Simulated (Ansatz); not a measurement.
Species: MoF$_{3}$, charge 0, multiplicity 4. The spin state was set by rule; other spins were not relaxed. 
Structure (B3LYP-D3(BJ)/def2-TZVP (Ansatz, an electronic-structure program) minimum search):
SMILES: [F][Mo]([F])[F]
```xyz
4

Mo     0.0000     0.0000     0.0000
F      1.8038    -0.3469    -0.3084
F     -0.7840    -0.5087     1.6111
F     -1.0197     0.8556    -1.3027
```
Charge 0, spin multiplicity 4.

Wanted: vertical ionisation energy (to the triplet state of charge +1; each state is the SCF solution reached for its spin; the molecule has degenerate orbitals, so one determinant may break the symmetry; for the triplet the Hartree-Fock reference is unstable and T1 is 0.034), in eV. Cores are frozen in the correlated levels unless marked. UHF or UKS for open shells. No spin-orbit coupling. The frozen core is the preceding noble-gas configuration, with the filled d and f shells of earlier blocks. Past Kr the def2 sets carry scalar-relativistic core potentials. CBS marks a two-point X^-3 extrapolation of the correlation energy; Hartree-Fock from the larger set.

```csv
level,program,vertical ionisation energy (eV)
HF/def2-TZVPPD,Ansatz,10.34
HF/def2-QZVPPD,Ansatz,10.29
SVWN5/def2-TZVPD,Ansatz,9.62
PBE/def2-TZVPD,Ansatz,9.44
B3LYP/def2-TZVPD,Ansatz,9.93
PBE0/def2-TZVPD,Ansatz,10.03
CAM-B3LYP/def2-TZVPD,Ansatz,10.13
wB97M-V/def2-TZVPD,Ansatz,10.04
B2PLYP/def2-TZVPD,Ansatz,9.75
RI-MP2/def2-TZVPPD,Ansatz,10.02
RI-MP2/def2-QZVPPD,Ansatz,10.04
"RI-MP2/CBS(def2-TZVPPD,def2-QZVPPD)",Ansatz,10.09
CCSD/def2-SVPD,Ansatz,10.29
CCSD(T)/def2-SVPD,Ansatz,10.00
```
